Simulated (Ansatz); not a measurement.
The same atomization along the group F, Cl, Br.

Isolated molecules relaxed with PBE0-D4/def2-TZVP in Ansatz; ΔE leaves out vibrations. CCSD(T)/CBS is the MP2 limit (def2-TZVPP, def2-QZVPP) plus CCSD(T) − MP2 in def2-TZVPP, frozen cores. Small cases extrapolate CCSD(T) itself. For atomizations the MP2-based limit and the directly extrapolated one differ by several kJ/mol either way, and by 10 to 25 for some Ge, Se and Sn compounds, so smaller differences from it don't rank the levels. DFT in def2-TZVPP. No spin–orbit coupling; open shells (•) take unrestricted orbitals. Spin–orbit coupling would lower the free atoms: a little for C, Cl, F, O, Si; clearly for Br. Bonds to Br are less sure, by a few kJ/mol each and by 10 to 20 or more in all where they break to atoms, as the def2 sets lack core-valence functions. Scalar relativity is left out up to krypton. One conformer a species, not always the lowest.

```json
{"reaction": "`C[Si](O)(O)F` → C• + F• + 5 H• + 2 O• + Si•", "CCSD(T)/CBS(def2) (kJ/mol)": "?"}
{"reaction": "`C[Si](O)(O)Cl` → C• + Cl• + 5 H• + 2 O• + Si•", "CCSD(T)/CBS(def2) (kJ/mol)": "3926"}
{"reaction": "`C[Si](O)(O)Br` → C• + Br• + 5 H• + 2 O• + Si•", "CCSD(T)/CBS(def2) (kJ/mol)": "3872"}
```

Task: Fill in the missing values. (Best estimate.)

Result: Ansatz gave: `C[Si](O)(O)F` → C• + F• + 5 H• + 2 O• + Si•: +4119.9 kJ/mol.

Largest T1 diagnostic: 0.012, for Si•.

Extrapolated directly: `C[Si](O)(O)F` → C• + F• + 5 H• + 2 O• + Si•.
